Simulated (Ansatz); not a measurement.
System: AlH2, charge 1, multiplicity 1. 
Coordinates optimised at B3LYP-D3(BJ)/def2-TZVP (Ansatz, an electronic-structure program):
SMILES: [AlH2+]
```xyz
3

Al     0.0000     0.0000     0.0000
H      0.0000     0.0000     1.5491
H      0.0000     0.0000    -1.5491
```
Charge +1, spin multiplicity 1.

Parts of the frozen-core correlation energy in STO-3G (Ansatz, hartree). Frozen orbitals: 5; correlated occupied orbitals by spin: 2 and 2; virtual: 4 and 4. Spin-orbit coupling is left out. No relativistic terms.

```
term                            value
-------------------------  ----------
reference (HF)             -239.97234
MP2 opposite-spin            -0.02830
MP2 same-spin                -0.00042
CCSD correlation             -0.04487
(T)                          -0.00040
FCI minus CCSD(T)            -0.00031
T1 diagnostic                   0.010
largest doubles amplitude       0.134
```
